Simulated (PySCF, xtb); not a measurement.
C2H9FOSi2, SMILES [SiH2](F)OC[SiH2]C.

xtb 6.7.1 with GFN2-xTB at its own geometry gives an orbital gap of 5.74 eV and a dipole moment of 2.48 D.

Coordinates come from a r2SCAN-D4/def2-SVP optimisation. This is a generated structure with no PubChem entry under its InChIKey; it may be hypothetical. The values are those of a single conformer.

Problem. What does PySCF with M06-2X/def2-TZVP give? (Estimate from the structure and the level; the computed values follow.)

Solution. gap 10.78 eV (levels -9.56 and 1.21 eV), dipole 0.95 D.
